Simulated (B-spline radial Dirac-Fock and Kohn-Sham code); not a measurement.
What relativity does to the binding energies of Zn⁶⁺

System: the Zn⁶⁺ ion, [Ar] 3d6.

Both columns are ΔSCF binding energies of the configuration average from a radial atomic solver: non-relativistic Hartree-Fock with a point nucleus, and Dirac-Fock with a finite nucleus and the Coulomb interaction alone, averaged over the two j levels with weights 2j+1.

```csv
shell,Hartree-Fock (eV),Dirac-Fock (eV),shift (eV),shift (%)
1s,9702.6,9822.3,+119.75,+1.23
2s,1321.7,1347.9,+26.21,+1.98
2p,1171.7,1177.3,+5.58,+0.48
3s,270.1,274.7,+4.61,+1.71
3p,219.3,220.4,+1.09,+0.50
3d,138.9,138.2,-0.69,-0.49
```

Relativity binds 1s, 2s, 2p, 3s, 3p more strongly, among those listed most of all 2s in relative terms, and 3d more weakly, because the contracted s and p shells screen the nucleus better.

Values without a named source are computed, but for edge energies of neutral atoms, which are taken from tables.
